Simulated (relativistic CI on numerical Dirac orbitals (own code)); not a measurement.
Method of calculation: Dirac-Coulomb-Breit CI, separate exchange-only KLI orbitals for each configuration, model QED (radiative potential, 1s self-energy scaled to tabulated hydrogen-like ionisation energies), unscaled Slater integrals (own radial code, finite nucleus).

Configuration list (outside the closed core 1s2): 2s, 2p, 3s, 3p, 3d, 4s, 4p, 4d, 4f, 5s, 5p, 5d, 5f, 5g, 6s, 6p, 6d. Levels of other configurations are missing.

At this charge energies of transitions that change n are usually good to better than 1 %, and those within a shell (Δn = 0) to a few per cent.

Outline of the computed level scheme of Rh XLIII. Lowest level of each configuration: 2s 2S_1/2 at 0.00 eV; 2p 2P°_1/2 at 94.16 eV; 3s 2S_1/2 at 3718.81 eV; 3p 2P°_1/2 at 3744.88 eV; 3d 2D_3/2 at 3804.03 eV; 4s 2S_1/2 at 5002.53 eV; 4p 2P°_1/2 at 5013.23 eV; 4d 2D_3/2 at 5038.09 eV; 4f 2F°_5/2 at 5044.87 eV.

Some strong electric-dipole decays among the lowest 15 levels: 3d 2D_5/2 → 2p 2P°_3/2 (2.2e+14 s⁻¹); 3d 2D_3/2 → 2p 2P°_1/2 (1.9e+14 s⁻¹); 3p 2P°_1/2 → 2s 2S_1/2 (8.2e+13 s⁻¹); 3p 2P°_3/2 → 2s 2S_1/2 (7.3e+13 s⁻¹); 4d 2D_5/2 → 2p 2P°_3/2 (7.2e+13 s⁻¹); 4d 2D_3/2 → 2p 2P°_1/2 (6.4e+13 s⁻¹); 4f 2F°_7/2 → 3d 2D_5/2 (4.7e+13 s⁻¹); 4f 2F°_5/2 → 3d 2D_3/2 (4.5e+13 s⁻¹).
